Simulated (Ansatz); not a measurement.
**RbNa (SMILES [Na][Rb]): entropy by statistical mechanics**

A linear singlet with charge 0, relaxed at PBE0-D4/def2-TZVP (core potential) (Ansatz 0.2.0):

```xyz
2

Na    0.0000    0.0000   -0.2110
Rb    0.0000    0.0000    3.4891
```

Harmonic wavenumbers in cm⁻¹: 105.

Masses in u: Na 22.99, Rb 85.468. Take T = 298.15 K, p = 1 bar, R = 8.3145 J/(mol K), kT/hc = 207.22 cm⁻¹, rigid rotor and harmonic oscillator.

**Question.** Work out S° at 298 K.

**Answer.** 
1. Translation (Sackur–Tetrode): S = R[3/2 ln M + 5/2 ln T − 1.1517] with M = 108.458 gives 167.3 J/(mol K).
2. Rotation: the moment of inertia is 248.032 u Å², so B = 16.8576/I = 0.068 cm⁻¹; σ = 1; q = kT/(σhcB) = 3047.4; S = R(ln q + 1) = 75.0.
3. Vibration: with u = ν̃/207.22, each mode gives R[u/(eᵘ − 1) − ln(1 − e⁻ᵘ)]; the sum is 14.1, most from 105 cm⁻¹ (14.1).
4. Electronic: R ln 1 = 0.0, from the spin multiplicity alone.
5. Sum: 167.3 + 75.0 + 14.1 + 0.0 = 256.4 J/(mol K).

No measured value is set beside it here.
